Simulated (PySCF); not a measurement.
CH₃Cd (SMILES [CH3][Cd+]), charge +1, singlet, at a GFN2-xTB geometry (such geometries of metal compounds can be far from the true shape) (core potentials on Cd); DF-R2SCAN/def2-SVP (PySCF).

Input for PySCF:
```python
from pyscf import gto, scf, dft

mol = gto.M(
    atom='''
Cd   -0.24990741   -0.15685804   -0.19594938
C     1.26333355    0.79294976    0.99056455
H     1.79956127   -0.02050473    1.49205259
H     0.72593198    1.44551340    1.68777248
H     1.89006125    1.34647864    0.28235779
''',
    basis='def2-svp',
    ecp={'Cd': 'def2-svp'},
    charge=1,
    verbose=4,
)

mf = dft.RKS(mol)
mf.xc = 'r2scan'
mf = mf.density_fit(auxbasis='def2-universal-jkfit')
mf.kernel()
```

**Question.** What does PySCF print? Leave out banner, timings and long lists.

**Answer.** 
```
PySCF version 2.14.0

[INPUT] verbose = 4
[INPUT] num. atoms = 5
[INPUT] num. electrons = 28
[INPUT] charge = 1
[INPUT] spin (= nelec alpha-beta = 2S) = 0
[INPUT] symmetry False subgroup None
[INPUT] Mole.unit = angstrom
[INPUT] Symbol           X                Y                Z      unit          X                Y                Z       unit  Magmom
[INPUT]  1 Cd    -0.249907410000  -0.156858040000  -0.195949380000 AA   -0.472256561399  -0.296418736036  -0.370290662478 Bohr   0.0
[INPUT]  2 C      1.263333550000   0.792949760000   0.990564550000 AA    2.387354413475   1.498457876940   1.871895708203 Bohr   0.0
[INPUT]  3 H      1.799561270000  -0.020504730000   1.492052590000 AA    3.400677944674  -0.038748323958   2.819570758548 Bohr   0.0
[INPUT]  4 H      0.725931980000   1.445513400000   1.687772480000 AA    1.371812627263   2.731624435389   3.189427747778 Bohr   0.0
[INPUT]  5 H      1.890061250000   1.346478640000   0.282357790000 AA    3.571698121153   2.544475862177   0.533578892237 Bohr   0.0

nuclear repulsion = 51.1118528959537
number of shells = 26
number of NR pGTOs = 102
number of NR cGTOs = 60
basis = def2-svp
ecp = {'Cd': 'def2-svp'}

******** <class 'pyscf.df.df_jk.DFRKS'> ********
method = DFRKS
initial guess = minao
damping factor = 0
level_shift factor = 0
DIIS = <class 'pyscf.scf.diis.CDIIS'>
diis_start_cycle = 1
diis_space = 8
diis_damp = 0
SCF conv_tol = 1e-09
SCF conv_tol_grad = None
SCF max_cycles = 50
direct_scf = False
XC library pyscf.dft.libxc version 7.1.2
    S. Lehtola, C. Steigemann, M. J. T. Oliveira, and M. A. L. Marques,  SoftwareX 7, 1–5 (2018)
XC functionals = r2scan
    J. W. Furness, A. D. Kaplan, J. Ning, J. P. Perdew, and J. Sun,  J. Phys. Chem. Lett. 11, 8208–8215 (2020)
    J. W. Furness, A. D. Kaplan, J. Ning, J. P. Perdew, and J. Sun,  J. Phys. Chem. Lett. 11, 9248–9248 (2020)
    J. W. Furness, A. D. Kaplan, J. Ning, J. P. Perdew, and J. Sun,  J. Phys. Chem. Lett. 11, 8208–8215 (2020)
    J. W. Furness, A. D. Kaplan, J. Ning, J. P. Perdew, and J. Sun,  J. Phys. Chem. Lett. 11, 9248–9248 (2020)
radial grids:
    Treutler-Ahlrichs [JCP 102, 346 (1995); DOI:10.1063/1.469408] (M4) radial grids

becke partition: Becke, JCP 88, 2547 (1988); DOI:10.1063/1.454033
pruning grids: <function nwchem_prune>
grids dens level: 3
symmetrized grids: False
atomic radii adjust function: <function treutler_atomic_radii_adjust>
small_rho_cutoff = 0
Set gradient conv threshold to 3.16228e-05
Initial guess from minao.
tot grids = 65936
init E= -193.504431744886
  HOMO = -0.782531118746256  LUMO = -0.678023057092521  gap/eV = 2.84381
cycle= 1 E= -206.494040000558  delta_E=  -13  |g|= 1.75  |ddm|=  4.5
  HOMO = -0.177941174537034  LUMO = -0.158393562491423  gap/eV = 0.53192
cycle= 2 E= -202.91081395366  delta_E= 3.58  |g|= 4.83  |ddm|= 6.46
  HOMO = -0.480611469535603  LUMO = -0.337691863707022  gap/eV = 3.88904
cycle= 3 E= -207.303408404021  delta_E= -4.39  |g|= 0.333  |ddm|= 4.07
  HOMO = -0.490612666006484  LUMO = -0.353680040988003  gap/eV = 3.72613
cycle= 4 E= -207.330397763206  delta_E= -0.027  |g|= 0.0767  |ddm|= 0.622
  HOMO = -0.500813125458825  LUMO = -0.357876725478386  gap/eV = 3.88950
cycle= 5 E= -207.329381655801  delta_E= 0.00102  |g|= 0.102  |ddm|= 0.303
  HOMO = -0.494959692021251  LUMO = -0.355296286660845  gap/eV = 3.80043
cycle= 6 E= -207.332723887415  delta_E= -0.00334  |g|= 0.0107  |ddm|= 0.139
  HOMO = -0.496198235620209  LUMO = -0.356722180707621  gap/eV = 3.79534
cycle= 7 E= -207.332770237434  delta_E= -4.64e-05  |g|= 0.000744  |ddm|= 0.0229
  HOMO = -0.496187270831378  LUMO = -0.356751099209461  gap/eV = 3.79425
cycle= 8 E= -207.332770328634  delta_E= -9.12e-08  |g|= 0.000263  |ddm|= 0.000881
  HOMO = -0.49617206371942  LUMO = -0.35672547477424  gap/eV = 3.79453
cycle= 9 E= -207.332770341984  delta_E= -1.34e-08  |g|= 1.95e-05  |ddm|= 0.000217
  HOMO = -0.496172781212183  LUMO = -0.356726278345857  gap/eV = 3.79453
cycle= 10 E= -207.332770342067  delta_E= -8.27e-11  |g|= 5.57e-06  |ddm|= 3.98e-05
  HOMO = -0.496172494051612  LUMO = -0.356726681765032  gap/eV = 3.79451
Extra cycle  E= -207.332770342004  delta_E= 6.28e-11  |g|= 1.51e-05  |ddm|= 3.7e-05
converged SCF energy = -207.332770342004
```
